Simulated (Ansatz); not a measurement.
`[BH2][GeH2][Br]` + H–F → `[BH2][GeH2][F]` + HBr  (ligand exchange at a Ge–Br bond)

Isolated molecules relaxed with PBE0-D4/def2-TZVP in Ansatz; ΔE leaves out vibrations. CCSD(T)/CBS adds triple-zeta CCSD(T) − MP2 to the extrapolated MP2 energy (def2 sets, frozen cores). This one scheme is used for every species. Functionals use def2-TZVPP. For Br, Ge outer-core shells are correlated without core-valence functions, which leaves a few kJ/mol of doubt a bond. Scalar relativity is left out up to krypton.

Q: Is it downhill or uphill in electronic energy at CCSD(T)/CBS, and by how much? (Estimate.)

A: The calculation gave: Uphill: ΔE = +7.9 kcal/mol.

Q: What do these levels give: PBE0-D4, CAM-B3LYP-D4, BHLYP, RPA@PBE/def2-TZVPP, HF/def2-SVP, MP2/def2-QZVPP? (Best estimate.)

A: Computed: PBE0-D4 8.3, CAM-B3LYP-D4 4.4, BHLYP 5.2, RPA@PBE/def2-TZVPP 5.4, HF/def2-SVP 3.3, MP2/def2-QZVPP 8.7 kcal/mol.

Largest T1 diagnostic among the species: 0.012.

From PBE to PBE0 (25 % exact exchange), in def2-TZVPP and without D4, ΔE moves by +1.4 kcal/mol. At CCSD(T), def2-SVP lies −5.1 kcal/mol from the extrapolated value and def2-TZVPP −1.1 kcal/mol.
